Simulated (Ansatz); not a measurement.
Ansatz (a quantum-chemistry and plane-wave program) input (RI-MP2/def2-QZVPP):
A basis named .json is the Basis Set Exchange file of that set.

Ansatz 0.2 input:
```yaml
crystal:
  periodic: [false, false, false]
  atoms:
    - {symbol: Ga, position_ang: [-0.15008492, 0.17876086, 0.45425558]}
    - {symbol: Cl, position_ang: [-1.74237149, -1.19638979, -0.45388366]}
    - {symbol: Cl, position_ang: [0.22404818, 1.89284813, -1.01987532]}
    - {symbol: Cl, position_ang: [1.79200758, -1.02243402, 0.64541056]}
basis:
  gaussian:
    orbitals: def2-QZVPP.json
    fitting: {mean_field: def2-universal-jkfit, correlation: def2-QZVPP-RIFIT.json}
total_charge: -1
magnetization: {spin_polarized: true, initial_magnetization: 1}
correlation: {method: mp2, electrons: outside_noble_gas}
```

Output:

```
Functional definition: HF
integrals: 0.55 GiB planned
650 factors; integrals over basis functions are off by at most 1.5e0 eV
799 factors; integrals over basis functions are off by at most 6.2e0 eV
mean field: 1.78 GiB planned
mean field evaluation 1: about -89853.4331 eV, gradient 1.2e1 eV
mean field evaluation 2: about -89854.3985 eV, gradient 7.9e0 eV
mean field evaluation 4: about -89854.7366 eV, gradient 1.2e0 eV
mean field evaluation 8: about -89854.7635 eV, gradient 1.0e-6 eV
mean field -89854.76353583 eV, -3302.1016541954 hartree, gradient 1.0e-6 eV, S^2 0.754994; 0 other end points of the search recorded, 0 dependent functions left out
29 core orbitals not correlated
reference -89854.76353583 eV, -3302.1016541954 hartree; 13, 12 occupied and 257, 258 virtual orbitals, 799 factors
second order -19.06426464 eV of doubles, -0.00000000 eV of singles
Total energy: -89873.82780046 eV, -3302.8022529986 hartree
```
